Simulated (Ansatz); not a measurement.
Born–Oppenheimer molecular dynamics of CH6Sn (8 atoms, charge 0, multiplicity 1). It starts from a relaxed structure.

Level of theory: RKS PBE/def2-TZVP in Ansatz 0.2.0.

- ensemble: NVE (velocity Verlet)
- time step: 0.5 fs
- steps asked: 150
- starting velocities drawn for: 300 K
- seed: 615006

First frame:

```xyz
8
Properties=species:S:1:pos:R:3
Sn 0.001 0.000 0.000
C 0.000 0.000 2.160
H -1.027 -0.103 2.532
H 0.603 -0.838 2.532
H 0.424 0.941 2.532
H 1.612 0.132 -0.596
H -0.918 1.331 -0.593
H -0.691 -1.462 -0.593
```

**Question.** How far do the bonds stretch over the last three quarters of this one trajectory? (Pairs bonded in most of those frames.)

**Answer.** 
```json
{"bond": "Sn1–C2", "mean (Å)": "2.167", "spread (Å)": "0.005", "shortest": "2.16", "longest": "2.18"}
{"bond": "Sn1–H6", "mean (Å)": "1.725", "spread (Å)": "0.005", "shortest": "1.72", "longest": "1.73"}
{"bond": "Sn1–H7", "mean (Å)": "1.724", "spread (Å)": "0.003", "shortest": "1.72", "longest": "1.73"}
{"bond": "Sn1–H8", "mean (Å)": "1.727", "spread (Å)": "0.030", "shortest": "1.68", "longest": "1.78"}
{"bond": "C2–H3", "mean (Å)": "1.097", "spread (Å)": "0.019", "shortest": "1.07", "longest": "1.13"}
{"bond": "C2–H4", "mean (Å)": "1.099", "spread (Å)": "0.017", "shortest": "1.07", "longest": "1.12"}
{"bond": "C2–H5", "mean (Å)": "1.101", "spread (Å)": "0.030", "shortest": "1.06", "longest": "1.14"}
```

Mean temperature of the second half: 147 K. The conserved energy stayed within 0.16 meV per atom of its start (net change 0.068 meV per atom), so the integration is sound. Over the second half the temperature averaged 0.49 of the 300 K drawn at the start: a run that starts near a minimum puts about half its kinetic energy into the potential. A run of 0.075 ps of so small a system gives no equilibrium averages.

Time of the run: 3.7 min on 2 threads of Arm Neoverse V1 (shared host), peak memory 0.17 GiB.
